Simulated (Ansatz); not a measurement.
Correlation energies of CH4Cl3GeN, SMILES `C[NH][Ge]([Cl])([Cl])[Cl]` by basis set

Cartesian coordinates in Å:
```
C -1.1336 0.3478 -0.8747
N -0.0935 -0.5916 -0.4864
Ge 0.9529 -0.2368 0.9336
Cl 1.9577 1.6540 0.8542
Cl 2.4222 -1.7649 1.0616
Cl -0.2471 -0.2002 2.6880
H -1.8158 -0.1382 -1.5756
H -0.7534 1.2660 -1.3371
H -1.7183 0.6266 0.0042
H 0.4290 -0.9627 -1.2679
```

Total charge 0; spin multiplicity 1. Correlated methods include outer-core shells of Ge, which these sets cover unevenly. Scalar relativity is left out up to krypton. The geometry is a stationary point of PBE0-D4/def2-TZVP. It is one conformer, not always the lowest. Frozen core, restricted reference, Ansatz 0.2.0.

```json
{"basis": "def2-SVP", "HF (Eh)": "?", "MP2 corr.": "-0.92899", "CCSD corr.": "-0.97743", "(T)": "?", "CCSD(T) total": "?"}
{"basis": "def2-TZVPP", "HF (Eh)": "?", "MP2 corr.": "-1.19569", "CCSD corr.": "–", "(T)": "–", "CCSD(T) total": "–"}
{"basis": "def2-QZVPP", "HF (Eh)": "-3548.82832", "MP2 corr.": "?", "CCSD corr.": "–", "(T)": "–", "CCSD(T) total": "–"}
```

**Question.** Fill in the withheld values. (Estimate.)

**Answer.** Ansatz gave: def2-SVP HF (Eh): -3547.89256; def2-SVP (T): -0.02571; def2-SVP CCSD(T) total: -3548.89570; def2-TZVPP HF (Eh): -3548.74405; def2-QZVPP MP2 corr.: -1.54378.
